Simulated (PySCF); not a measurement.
Structure from NMR data

An unknown has the formula C6H10O2. Its calculated NMR data are:

$^{1}$H NMR (600 MHz, computed): δ 5.88 (dtq, J = 12.7, 8.8, 2.6 Hz, 1H), 5.71 (dqt, J = 12.7, 8.3, 1.6 Hz, 1H), 4.59 (dd, J = 8.8, 1.6 Hz, 2H), 1.98 (s, 3H), 1.78 (dd, J = 8.3, 2.6 Hz, 3H).

$^{13}$C{$^{1}$H} NMR (computed): δ 175.7 (C), 137.9 (CH), 133.3 (CH), 60.2 (CH2), 22.3 (CH3), 15.2 (CH3).

- spin–spin couplings from B3LYP/pcJ-1 (without the spin–dipole term)
- structure optimised with PBE0-D3(BJ)/def2-SVP
- shielding tensors at B3LYP/pcSseg-1 (GIAO)
- code: PySCF 2.14
- no solvent, relativity neglected, single conformer, one averaged value for each set of equivalent atoms

Scale: $^{1}$H and $^{13}$C against TMS (reference shieldings calculated alike).

Problem. Deduce the structure.

Solution. 
1. The formula gives 2 degrees of unsaturation (no ring in the answer).
2. 6 carbon signals for 6 carbons: no two carbons are equivalent.
3. Carbon types of the structure: 1 × C, 2 × CH, 1 × CH2, 2 × CH3, which accounts for all hydrogens.
4. δC 175.7: ester carbonyl carbon; it is a carbonyl in resonance with an O or N lone pair, the region of acids, esters and amides.
5. δC 137.9, 133.3: alkene CH; an sp2 carbon of a C=C bond.
6. δC 60.2: allylic sp3 CH2 bonded to O; the inductive effect lowers its shielding.
7. δC 22.3: methyl carbon α to a carbonyl; α to the electron-withdrawing carbonyl group.
8. δC 15.2: allylic methyl carbon; aliphatic region, no heteroatom directly attached.
9. δH 4.59: hydrogen on an allylic sp3 CH2 bonded to O; its carbon carries O, an electronegative neighbour.
10. δH 1.98: hydrogen on a methyl carbon α to a carbonyl; α to C=O.

The compound is SMILES C/C=C\COC(C)=O.

The shifts were computed for this structure.

Splittings below 1 Hz are ignored in the labels, and close J values are merged. Unscaled 3J(H,H) at this level run about 10 % above measured values. Shifts are as computed. Against solution values, carbons near 30 ppm lie about +2 ppm off and those near 130 ppm about +6 ppm. Of 1211 compounds with measured shifts, 218 miss one by over three times the rms of a fit or turn the order of signals round; such compounds aren't used in these exercises. Couplings across =CH–CH2 type bonds come from one rotamer and its mirror image, and can be 1–2 Hz further off.
